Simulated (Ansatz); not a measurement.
Compare A (`NC1[SiH2]S1`) with its isomer B (`NC([SiH3])=S`).

Computed with Ansatz on PBE0-D4/def2-TZVP structures; ΔE is electronic, products minus reactants. CCSD(T)/CBS is the MP2 limit (def2-TZVPP, def2-QZVPP) plus CCSD(T) − MP2 in def2-TZVPP, frozen cores. Functionals use def2-TZVPP. B3LYP here is the variant with VWN-RPA as its local correlation; programs differ in this. One conformer a species, not always the lowest.

A:

```xyz
9

N    -0.1526    0.4517   -1.4563
C    -0.1955   -0.4408   -0.3792
Si    0.5753   -0.1338    1.2648
S    -1.4950   -0.1587    1.0795
H     0.0110    1.4107   -1.1858
H    -0.9669    0.4044   -2.0540
H    -0.3088   -1.4740   -0.6928
H     1.2721   -1.2284    1.9793
H     1.2604    1.1689    1.4445
```

B:

Z-matrix (Å, degrees):
```
Si
C 1 1.892
H 1 1.480 2 108.6
H 1 1.480 2 108.6 3 -121.1
H 1 1.495 2 110.0 3 119.4
S 2 1.643 1 116.2 3 60.7
N 2 1.335 1 119.7 3 -119.3
H 7 1.010 2 119.5 1 180.0
H 7 1.006 2 121.8 1 -0.0
```

Question: Which isomer does CCSD(T)/CBS put lower? Give the gap. (An estimate is asked.)

Answer: The calculation gave: A, by 1.4 kcal/mol.

Question: Give E(B) − E(A) in kcal/mol with B3LYP-D4, CCSD(T)/def2-SVP, B3LYP, BLYP-D4, CCSD(T)/def2-TZVPP, LDA (SPW92), r2SCAN-D4. (Estimate.)

Answer: Computed: B3LYP-D4 -2.3, CCSD(T)/def2-SVP -3.8, B3LYP -2.3, BLYP-D4 -3.7, CCSD(T)/def2-TZVPP 0.3, LDA (SPW92) 2.7, r2SCAN-D4 1.3. The order is the other way round with B3LYP-D4, CCSD(T)/def2-SVP, B3LYP, BLYP-D4.

Question: Does the order hold for the free energy at 298.15 K (harmonic terms from PBE0-D4)? (An estimate is asked.)

Answer: Ansatz gave: No: G(B) − G(A) = -1.4 kcal/mol, for one conformer each.

Largest T1 diagnostic: 0.018.

Leaving LDA and LC-ωPBE aside and taking each functional with its dispersion term where it has one, the values, not all of them listed here, spread over 6.7 kcal/mol, from BLYP-D4 to PBE-QIDH. LDA lies +1.4 kcal/mol from PBE without D4. From BLYP to BHLYP (50 % exact exchange), in def2-TZVPP and without D4, E(B) − E(A) moves by +2.3 kcal/mol.
